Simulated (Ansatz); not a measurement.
BH₆NO₂Si, SMILES `NB(O)O[SiH3]`. The species carries charge 0 and has multiplicity 1. Geometry: relaxed with PBE0-D4/def2-TZVP. It is one conformer, not always the lowest.

```xyz
11

N    -0.318   -1.813    0.975
B    -0.387   -0.574    0.305
O    -1.565    0.046   -0.044
O     0.781    0.064   -0.026
Si    1.023    1.497   -0.796
H     0.567   -2.224    1.207
H    -1.112   -2.356    1.259
H    -2.360   -0.427    0.202
H     2.492    1.685   -0.884
H     0.448    1.476   -2.166
H     0.430    2.625   -0.032
```

Q: What is the dipole moment at ωB97M-V/def2-TZVPP? (An estimate is asked.)

A: Computed: 2.72 D, with components (-1.36, -2.08, 1.11) D in this frame, pointing from negative to positive charge.

Q: And with PBE, r2SCAN, B3LYP? (Best estimate.)

A: Ansatz gave: PBE 2.73 D, r2SCAN 2.75 D, B3LYP 2.71 D.

Q: Give the Mulliken charges with ωB97M-V, PBE, r2SCAN in def2-TZVPP. (Estimate.)

A: Computed: 
```csv
atom,ωB97M-V,PBE,r2SCAN
N1,-0.28,-0.33,-0.39
B2,0.40,0.29,0.45
O3,-0.30,-0.27,-0.34
O4,-0.41,-0.34,-0.45
Si5,0.31,0.36,0.45
H6,0.14,0.18,0.18
H7,0.11,0.15,0.15
H8,0.17,0.18,0.19
H9,-0.03,-0.07,-0.08
H10,-0.04,-0.07,-0.08
H11,-0.04,-0.07,-0.08
```

B3LYP here is the variant with VWN-RPA as its local correlation; programs differ in this.
